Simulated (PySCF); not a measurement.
Pb²⁺: excitation energy

Pb²⁺ [Xe] 4f14 5d10 6s2 (1S) → Pb²⁺ [Xe] 4f14 5d10 6s1 6d1, s spin flipped, as a difference of total energies. Computed with PySCF 2.14 in aug-cc-pwCVTZ-PP with ECP60MDF, with a scalar-relativistic core potential. Correlated levels: valence: 5s2 5p6 5d10 frozen; valence and next inner shell: nothing frozen outside the core potential. The calculations carry no spin-orbit coupling.

| method | excitation energy (eV) |
| --- | --- |
| UHF | 18.179 |
| LDA | 19.900 |
| PBE | 19.298 |
| PBE0 | 19.188 |
| r2SCAN | 19.247 |
| TPSSh | 19.155 |
| wB97M-V | 19.293 |
| B97-3 | 19.226 |
| r2SCANh | 19.232 |
| MP2 (valence) | 18.507 |
| SCS-MP2 (valence) | 18.572 |
| MP2 (valence and next inner shell) | 19.940 |
| SCS-MP2 (valence and next inner shell) | 19.782 |

**Question.** How much does correlation contribute at MP2 (valence and next inner shell)?

**Answer.** 19.940 − (18.179) = 1.761 eV, measured against UHF.

The upper determinant mixes two multiplicities, so it lies between the two terms.

The promoted electron is Rydberg-like, and one or two diffuse shells describe it only roughly, which tends to raise the upper state.
